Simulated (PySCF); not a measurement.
# Sb²⁺: ionisation energy

Sb²⁺ [Kr] 4d10 5s2 5p1 (2P) → Sb³⁺ [Kr] 4d10 5s2 (1S), as a difference of total energies. Calculation: PySCF 2.14, in x2c-QZVPPall (13s9p7d4f1g, 112 functions); the spin-free X2C one-electron Hamiltonian (Gaussian nucleus). Correlated levels: valence: [Kr] 4d10 frozen; valence and next inner shell: [Ar] 3d10 frozen. The calculations carry no spin-orbit coupling.

| method | ionisation energy (eV) |
| --- | --- |
| UHF | 24.149 |
| LDA | 24.958 |
| PBE | 24.726 |
| r2SCAN | 24.873 |
| M06-2X | 24.658 |
| TPSSh | 24.701 |
| MP2 (valence) | 24.396 |
| SCS-MP2 (valence) | 24.391 |
| MP2 (valence and next inner shell) | 24.621 |
| SCS-MP2 (valence and next inner shell) | 24.547 |

Task: Estimate what PBE0 gives.

Result: 24.760 eV, closest to PBE among the rows shown.

Task: Estimate what PW91 gives.

Result: 24.819 eV, closest to r2SCAN among the rows shown.

A first-order spin-orbit estimate (lowest level to lowest level, LS coupling) adds 0.484 eV.

Errors of the correlated levels include the incompleteness of this basis and the frozen core.

For comparison: 25.323 eV (measured; NIST Atomic Spectra Database, ionization energies).
